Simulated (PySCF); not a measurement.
**`C[C@H]1NC[C@@H]1[S@](C)=O`, C$_{5}$H$_{11}$NOS**

Molfile (atoms numbered from 1):
```
C5H11NOS
     RDKit          3D

 19 19  0  0  0  0  0  0  0  0999 V2000
   -2.2732   -1.2012    0.3397 C   0  0  0  0  0  0  0  0  0  0  0  0
   -1.2858   -0.2997   -0.3772 C   0  0  1  0  0  0  0  0  0  0  0  0
   -1.5246    1.1343   -0.1597 N   0  0  0  0  0  0  0  0  0  0  0  0
   -0.1103    1.3657    0.1415 C   0  0  0  0  0  0  0  0  0  0  0  0
    0.1056   -0.1410    0.2540 C   0  0  2  0  0  0  0  0  0  0  0  0
    1.4919   -0.8088   -0.7770 S   0  0  0  0  0  4  0  0  0  0  0  0
    2.8211   -0.1081    0.3008 C   0  0  0  0  0  0  0  0  0  0  0  0
    1.4898    0.0039   -1.9947 O   0  0  0  0  0  0  0  0  0  0  0  0
   -3.2492   -1.1353   -0.1334 H   0  0  0  0  0  0  0  0  0  0  0  0
   -2.3707   -0.8882    1.3757 H   0  0  0  0  0  0  0  0  0  0  0  0
   -1.9326   -2.2333    0.3046 H   0  0  0  0  0  0  0  0  0  0  0  0
   -1.2084   -0.5839   -1.4361 H   0  0  0  0  0  0  0  0  0  0  0  0
   -1.8999    1.6477   -0.9484 H   0  0  0  0  0  0  0  0  0  0  0  0
    0.0414    1.9609    1.0447 H   0  0  0  0  0  0  0  0  0  0  0  0
    0.4682    1.7913   -0.6876 H   0  0  0  0  0  0  0  0  0  0  0  0
    0.2001   -0.5454    1.2578 H   0  0  0  0  0  0  0  0  0  0  0  0
    2.6748    0.9608    0.4059 H   0  0  0  0  0  0  0  0  0  0  0  0
    2.7788   -0.6054    1.2624 H   0  0  0  0  0  0  0  0  0  0  0  0
    3.7733   -0.3050   -0.1803 H   0  0  0  0  0  0  0  0  0  0  0  0
  1  2  1  0
  2  3  1  0
  3  4  1  0
  4  5  1  0
  5  6  1  0
  6  7  1  1
  6  8  2  0
  5  2  1  0
  1  9  1  0
  1 10  1  0
  1 11  1  0
  2 12  1  6
  3 13  1  0
  4 14  1  0
  4 15  1  0
  5 16  1  1
  7 17  1  0
  7 18  1  0
  7 19  1  0
M  END
```

Computed with TDDFT CAM-B3LYP/def2-SVPD circular dichroism and optical rotation, one conformer, gas phase in PySCF 2.14.0. Geometry: GFN2-xTB.

The molecule is flexible and this is one conformer; a measurement averages over conformers.

Stereocentres: C2 R, C5 S, S6 S.

(1) Give the optical rotatory dispersion at 633, 589.3, 546, 436, 405, 365, 355 nm.

(2) And for the mirror image at 589.3 nm?

(3) What is the molar rotation [Φ] = [α]·M/100 of the geometry above at 589.3 nm?

Results:

(1) [α] in deg dm⁻¹ (g/mL)⁻¹:
| λ (nm) | origin-invariant length gauge | modified velocity gauge | length gauge (centre of mass) | isotropic polarisability (au) |
| --- | --- | --- | --- | --- |
| 633 | +223.5 | +207.6 | +224.3 | 92.8 |
| 589.3 | +261.7 | +242.9 | +262.5 | 93.2 |
| 546 | +310.4 | +287.9 | +311.4 | 93.6 |
| 436 | +524.5 | +485.5 | +526.4 | 95.4 |
| 405 | +629.1 | +581.7 | +631.5 | 96.2 |
| 365 | +822.4 | +759.1 | +825.7 | 97.7 |
| 355 | +885.9 | +817.2 | +889.5 | 98.2 |

(2) -261.7 deg dm⁻¹ (g/mL)⁻¹ (origin-invariant length gauge): the same size and the opposite sign.

(3) With M = 133.21 g/mol, +348.6 deg cm² dmol⁻¹ (origin-invariant length gauge).

The first excitation lies at 6.00 eV (207 nm) with R = -16.0 × 10⁻⁴⁰ esu² cm² (velocity form).
